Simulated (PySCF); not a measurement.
ZrF₃, SMILES [Zr+]([F])([F])[F], charge +1, multiplicity 1.

The structure is a stationary point at B3LYP-D3(BJ)/def2-TZVP. The multiplicity is an assumed one; other spin states were not compared. The isomer is the one that the SMILES or the coordinates give; other isomers of the formula were not compared. The def2 effective core potentials stand for the cores of Zr; spin–orbit coupling is left out.

Two levels are set side by side: PBE/def2-TZVPD (PySCF) and M06-2X/def2-TZVPD (PySCF). Same geometry, gas phase. Differences are taken from unrounded values.

| quantity | M06-2X |
|---|---|
| orbital gap (eV) | 11.12 |
| highest occupied level (eV) | -20.26 |
| lowest empty level (eV) | -9.14 |
| mean polarisability (bohr³) | 26.4 |

Task: What does PBE give, and how far is it from M06-2X? (An estimate is asked for; the answer gives what the named calculation found.)

Result: 
```
quantity                        PBE  PBE minus M06-2X
---------------------------  ------  ----------------
orbital gap (eV)               5.79             -5.33
highest occupied level (eV)  -16.24              4.02
lowest empty level (eV)      -10.45             -1.31
mean polarisability (bohr³)    29.4               2.9
```

PBE's occupied levels lie high since its potential decays too fast outside the molecule; exact exchange lowers them and widens the gap. PBE's more diffuse valence density responds more strongly to a field. Differences between two approximate levels are no errors against the true value.

Rough cost on one machine, each run with all the roots and properties that it gave: M06-2X against PBE about 4 times.
